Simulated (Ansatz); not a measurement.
A search over several starts for the lowest SCF solution of the cluster AgBr2 at the given spin, in a small basis.

```yaml
crystal:
  periodic: [false, false, false]
  atoms:
    - {symbol: Ag, position_ang: [-0.132392, -0.301257, 0.045218]}
    - {symbol: Br, position_ang: [-2.111330, 1.449811, 2.404658]}
    - {symbol: Br, position_ang: [2.243732, -1.148554, -2.449867]}
basis:
  gaussian: {orbitals: def2-SVP, initial_orbitals: start.molden}
magnetization: {spin_polarized: true, initial_magnetization: 3}
hamiltonian: {xc: pbe0, dispersion: d4}
output: {orbitals: {seedname: orbitals}}
```

The file start.molden holds the orbitals of an earlier run on this structure, at another level or in another basis.

```sh
$ ansatz run in.yaml --threads 4 --pin off --events-out ev --progress --plain --max-ram 3916MiB
```

Output, abridged:

```
Functional definition: PBE0
940 factors; integrals over basis functions are off by at most 2.4e-4 eV
mean field evaluation 1: about -144055.1664 eV, gradient 6.2e0 eV
mean field evaluation 2: about -144055.2145 eV, gradient 1.1e-1 eV
mean field evaluation 4: about -144055.2304 eV, gradient 8.4e-3 eV
mean field evaluation 8: about -144055.2304 eV, gradient 1.3e-3 eV
mean field evaluation 16: about -144055.2304 eV, gradient 6.1e-6 eV
mean field evaluation 32: about -144055.2304 eV, gradient 3.7e-5 eV
mean field evaluation 64: about -144055.2061 eV, gradient 1.9e0 eV
mean field evaluation 96: about -144055.2206 eV, gradient 1.0e0 eV
mean field -144055.23037622 eV, -5293.9320721839 hartree, gradient 6.2e-6 eV, S^2 3.755229; 8 other end points of the search recorded, 0 dependent functions left out
reference -144055.23041305 eV, -5293.9320735375 hartree; 46, 43 occupied and 49, 52 virtual orbitals, 940 factors
Total energy: -144055.29984332 eV, -5293.9346250527 hartree
```

Hardware: 4 threads of Arm Neoverse V1 on a shared host. Wall time 36 s, peak host memory 0.55 GiB.

In the def2 sets Ag takes a core potential; there is no spin–orbit coupling. At PBE0-D4/def2-TZVP a doublet of charge 0 lies 4.21 eV below the quartet, each at its own geometry. The structure comes from a short search, and lower isomers may exist.
